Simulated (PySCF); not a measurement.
Computed with delta-SCF UKS SCAN, pcX-2 on the ionised atom, pcseg-1 elsewhere, spin-free X2C in PySCF. Geometries: PBE0-D3(BJ)/def2-SVP; isolated species, one conformer each. Kα1 is taken as the energy difference of the 1s-hole and 2p3/2-hole states at the ground state's geometry. Spin–orbit coupling isn't in the SCF: each 2p doublet comes from a relaxed spin-free hole plus a matrix of the shell (mean-field spin–orbit coupling and the ground-state 2p splitting), with 2p3/2 averaged over its two sublevels.

```csv
site,Cl 2p3/2 (eV)
chlorine in `C[S+](C)[AlH2-][CH2]Cl`,205.23
chlorine in `ClCC#CB`,206.01
chlorine in `[Cl][K]`,202.12
```

Task: What are the Cl 1s binding energies, and the Kα1 emission energies that follow?

Result: 
| site | bonded to | 1s (eV) | 2p3/2 (eV) | Kα1 = 1s − 2p3/2 (eV) |
| --- | --- | --- | --- | --- |
| chlorine in `[Cl][K]` | K | 2824.74 | 202.12 | 2622.62 |
| chlorine in `C[S+](C)[AlH2-][CH2]Cl` | C | 2827.83 | 205.23 | 2622.60 |
| chlorine in `ClCC#CB` | C | 2828.61 | 206.01 | 2622.60 |

Ranges: 1s 3.87 eV, 2p3/2 3.89 eV, Kα1 0.02 eV. A straight-line fit of 1s on 2p3/2 has slope 0.99.
